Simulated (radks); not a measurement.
The numbers below are computed, except where a source is named.
The zinc ion Zn+, configuration [Ar] 3d10 4s1.

Level of theory: Dirac Kohn-Sham, PW91, spin-unpolarised, spherical densities, finite nucleus; Fermi nuclear charge, rms radius 3.9283 fm (a radial shooting solver on a logarithmic mesh with Libxc functionals).

Energy parts (eV):
| part | energy |
|---|---|
| total | -48875.426 |
| kinetic | 49782.317 |
| electron-nucleus | -117626.704 |
| Hartree | 20922.781 |
| exchange-correlation | -1953.819 |

Orbitals (lengths in bohr, moments of r in powers of bohr; r(max) is where P^2 peaks):
| orbital | occ. | eigenvalue (eV) | r(max) | <r> | <r^4> | small-component weight |
|---|---|---|---|---|---|---|
| 1s1/2 | 2 | -9534.733 | 0.03291 | 0.05030 | 0.00002982 | 1.17e-02 |
| 2s1/2 | 2 | -1167.680 | 0.1893 | 0.2260 | 0.006325 | 2.24e-03 |
| 2p1/2 | 2 | -1029.684 | 0.1501 | 0.1959 | 0.004510 | 2.23e-03 |
| 2p3/2 | 4 | -1005.792 | 0.1529 | 0.1993 | 0.004777 | 2.19e-03 |
| 3s1/2 | 2 | -138.8853 | 0.5882 | 0.6812 | 0.4707 | 4.98e-04 |
| 3p1/2 | 2 | -95.2032 | 0.5868 | 0.7063 | 0.6181 | 4.49e-04 |
| 3p3/2 | 4 | -92.1380 | 0.5950 | 0.7172 | 0.6578 | 4.38e-04 |
| 3d3/2 | 4 | -20.0817 | 0.5644 | 0.8921 | 3.243 | 2.98e-04 |
| 3d5/2 | 6 | -19.7220 | 0.5674 | 0.8997 | 3.373 | 2.95e-04 |
| 4s1/2 | 1 | -14.0701 | 1.981 | 2.398 | 73.31 | 4.77e-05 |

The highest occupied level is 4s1/2 at -14.070 eV. The density falls to 0.001 e/bohr^3 at r = 3.62 bohr. The electron density at the nucleus is 2.508e+04 e/bohr^3. For comparison, the ionisation energy in NIST's Atomic Spectra Database is 17.964 eV (measured). In exact Kohn-Sham theory the highest level is minus the ionisation energy, but local and semilocal functionals leave it too shallow, through self-interaction and a potential that decays too fast; potentials with the right tail come closer. Summed over all electrons, <r^2> = 22.49 bohr^2, which gives a Langevin (diamagnetic) susceptibility term of -17.8 x 10^-6 cm^3/mol.

Beside tabulated values, note that spin-unpolarised runs miss the spin-polarisation part of the exchange energy of open shells.
